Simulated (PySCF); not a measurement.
Two-component Hartree-Fock for Tl (thallium, neutral)

Start: [Xe] 4f14 5d10 6s2 6p1; 6p3/2 filled at m_j = +3/2. Calculated with PySCF 2.14 in x2c-TZVPPall-2c: generalised Hartree-Fock with the X2C-1e Hamiltonian and a Gaussian nucleus; one run each with spin-orbit coupling (SO) screened by Boettger's factors, then bare. This is a chosen level, not necessarily the ground level.

```json
{"spinor shell": "1s1/2", "electrons": "2", "ε, screened SO (eV)": "-85980.6", "ε, bare SO (eV)": "-85978.3", "weight of nominal j (bare SO)": "1.000", "rms radius, bare SO (bohr)": "0.0184"}
{"spinor shell": "2s1/2", "electrons": "2", "ε, screened SO (eV)": "-15461.3", "ε, bare SO (eV)": "-15460.6", "weight of nominal j (bare SO)": "1.000", "rms radius, bare SO (bohr)": "0.0743"}
{"spinor shell": "2p1/2", "electrons": "2", "ε, screened SO (eV)": "-14817.2", "ε, bare SO (eV)": "-14863.9", "weight of nominal j (bare SO)": "1.000", "rms radius, bare SO (bohr)": "0.0626"}
{"spinor shell": "2p3/2", "electrons": "4", "ε, screened SO (eV)": "-12746.4", "ε, bare SO (eV)": "-12732.3", "weight of nominal j (bare SO)": "1.000", "rms radius, bare SO (bohr)": "0.0711"}
{"spinor shell": "3s1/2", "electrons": "2", "ε, screened SO (eV)": "-3761.4", "ε, bare SO (eV)": "-3761.1", "weight of nominal j (bare SO)": "1.000", "rms radius, bare SO (bohr)": "0.189"}
{"spinor shell": "3p1/2", "electrons": "2", "ε, screened SO (eV)": "-3471.8", "ε, bare SO (eV)": "-3482.1", "weight of nominal j (bare SO)": "1.000", "rms radius, bare SO (bohr)": "0.181"}
{"spinor shell": "3p3/2", "electrons": "4", "ε, screened SO (eV)": "-3004.9", "ε, bare SO (eV)": "-3001.7", "weight of nominal j (bare SO)": "1.000", "rms radius, bare SO (bohr)": "0.198"}
{"spinor shell": "3d3/2", "electrons": "4", "ε, screened SO (eV)": "-2532.9", "ε, bare SO (eV)": "-2541.5", "weight of nominal j (bare SO)": "1.000", "rms radius, bare SO (bohr)": "0.173"}
{"spinor shell": "3d5/2", "electrons": "6", "ε, screened SO (eV)": "-2433.6", "ε, bare SO (eV)": "-2428.1", "weight of nominal j (bare SO)": "1.000", "rms radius, bare SO (bohr)": "0.178"}
{"spinor shell": "4s1/2", "electrons": "2", "ε, screened SO (eV)": "-878.02", "ε, bare SO (eV)": "-877.95", "weight of nominal j (bare SO)": "1.000", "rms radius, bare SO (bohr)": "0.416"}
{"spinor shell": "4p1/2", "electrons": "2", "ε, screened SO (eV)": "-752.17", "ε, bare SO (eV)": "-754.74", "weight of nominal j (bare SO)": "1.000", "rms radius, bare SO (bohr)": "0.419"}
{"spinor shell": "4p3/2", "electrons": "4", "ε, screened SO (eV)": "-637.09", "ε, bare SO (eV)": "-636.29", "weight of nominal j (bare SO)": "1.000", "rms radius, bare SO (bohr)": "0.455"}
{"spinor shell": "4d3/2", "electrons": "4", "ε, screened SO (eV)": "-431.57", "ε, bare SO (eV)": "-433.50", "weight of nominal j (bare SO)": "1.000", "rms radius, bare SO (bohr)": "0.464"}
{"spinor shell": "4d5/2", "electrons": "6", "ε, screened SO (eV)": "-409.49", "ε, bare SO (eV)": "-408.27", "weight of nominal j (bare SO)": "1.000", "rms radius, bare SO (bohr)": "0.477"}
{"spinor shell": "5s1/2", "electrons": "2", "ε, screened SO (eV)": "-152.99", "ε, bare SO (eV)": "-152.99", "weight of nominal j (bare SO)": "1.000", "rms radius, bare SO (bohr)": "0.942"}
{"spinor shell": "4f5/2", "electrons": "6", "ε, screened SO (eV)": "-141.46", "ε, bare SO (eV)": "-142.82", "weight of nominal j (bare SO)": "1.000", "rms radius, bare SO (bohr)": "0.508"}
{"spinor shell": "4f7/2", "electrons": "8", "ε, screened SO (eV)": "-136.90", "ε, bare SO (eV)": "-135.84", "weight of nominal j (bare SO)": "1.000", "rms radius, bare SO (bohr)": "0.511"}
{"spinor shell": "5p1/2", "electrons": "2", "ε, screened SO (eV)": "-108.62", "ε, bare SO (eV)": "-109.12", "weight of nominal j (bare SO)": "1.000", "rms radius, bare SO (bohr)": "1.01"}
{"spinor shell": "5p3/2", "electrons": "4", "ε, screened SO (eV)": "-87.732", "ε, bare SO (eV)": "-87.585", "weight of nominal j (bare SO)": "1.000", "rms radius, bare SO (bohr)": "1.11"}
{"spinor shell": "5d3/2", "electrons": "4", "ε, screened SO (eV)": "-24.650", "ε, bare SO (eV)": "-24.889", "weight of nominal j (bare SO)": "1.000", "rms radius, bare SO (bohr)": "1.44"}
{"spinor shell": "5d5/2", "electrons": "6", "ε, screened SO (eV)": "-22.166", "ε, bare SO (eV)": "-22.034", "weight of nominal j (bare SO)": "1.000", "rms radius, bare SO (bohr)": "1.52"}
{"spinor shell": "6s1/2", "electrons": "2", "ε, screened SO (eV)": "-12.362", "ε, bare SO (eV)": "-12.367", "weight of nominal j (bare SO)": "0.999", "rms radius, bare SO (bohr)": "2.75"}
{"spinor shell": "6p3/2", "electrons": "1", "ε, screened SO (eV)": "-4.845", "ε, bare SO (eV)": "-4.842", "weight of nominal j (bare SO)": "1.000", "rms radius, bare SO (bohr)": "4.26"}
```

```
   quantity   screened SO       bare SO
E (hartree)  -20265.10459  -20267.20536
        M_J           3/2           3/2
       ⟨J²⟩         3.760         3.760
       ⟨L²⟩         2.199         2.216
       ⟨S²⟩         0.947         0.964
```

Each row is a mean over spinors that exchange with the open shell spreads, by up to 1.209 eV (6s1/2).

Breit and QED terms are absent; they matter most for the inner s and p1/2 levels.

Densities and radii are taken from the X2C orbitals without a picture-change correction, which distorts them close to the nucleus.
